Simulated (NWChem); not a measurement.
Molecule: C4H12Si; SMILES C[Si](C)(C)C

```xyz
17

C     -1.5025     0.9693     0.6005
Si     0.0001     0.0001     0.0002
C      0.2976    -1.4711     1.1425
C     -0.3116    -0.6198    -1.7537
C      1.5165     1.1216     0.0105
H     -2.4068     0.3397     0.6057
H     -1.7023     1.8367    -0.0489
H     -1.3508     1.3459     1.6248
H      1.1708    -2.0584     0.8161
H     -0.5732    -2.1461     1.1573
H      0.4834    -1.1417     2.1774
H     -1.1936    -1.2790    -1.7923
H     -0.4891     0.2180    -2.4468
H      0.5504    -1.1916    -2.1334
H      1.3724     1.9921    -0.6494
H      1.7250     1.5007     1.0238
H      2.4129     0.5832    -0.3366
```
Atoms are numbered in this order, from 1.

Program: NWChem. Medium grid unless said otherwise, to which SCAN and Minnesota functionals are sensitive. Coordinates come from a PBE0/def2-SVP optimisation.

For level LDA (Slater exchange, VWN5)/def2-TZVPD:

* **highest occupied level (eV)**: -7.10
* **orbital gap (eV)**: 6.58

### Question
What are these values for level r2SCAN/def2-TZVPD?

### Answer
| Property | Result |
|---|---|
| highest occupied level (eV) | -7.28 |
| orbital gap (eV) | 7.56 |
